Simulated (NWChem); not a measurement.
# Atomisation of isocyanic acid (CHNO)

```xyz
4

N      1.1634    -0.0754     0.0000
C     -0.0464     0.0211     0.0000
O     -1.2138    -0.0336     0.0000
H      1.8451     0.6707     0.0000
```
Charge 0, spin multiplicity 1.

Everything below was run with NWChem. The geometry was optimised at B3LYP/def2-SVP, a minimum by its harmonic frequencies.

Basis set: def2-TZVP. The atomisation energy is electronic alone: no zero-point, thermal, spin-orbit or counterpoise terms. No value is extrapolated to the basis-set limit. Free atoms are single determinants with multiplicities N 4, C 3, O 3, H 2. Correlated methods freeze the same cores in atoms and molecule, 3 orbitals in all.

B3LYP has NWChem's definition, with VWN1-RPA local correlation. No SCF solution was tested for a lower state. Open-shell Hartree-Fock references start from PBE0 orbitals.

**Question.** Order these methods by the atomisation energy they give, lowest first: MP2, PBE0, LC-wPBE (omega 0.3 per bohr), M06-2X.

**Answer.** M06-2X (435.1 kcal/mol), MP2 (436.4 kcal/mol), PBE0 (438.4 kcal/mol), LC-wPBE (omega 0.3 per bohr) (448.7 kcal/mol)
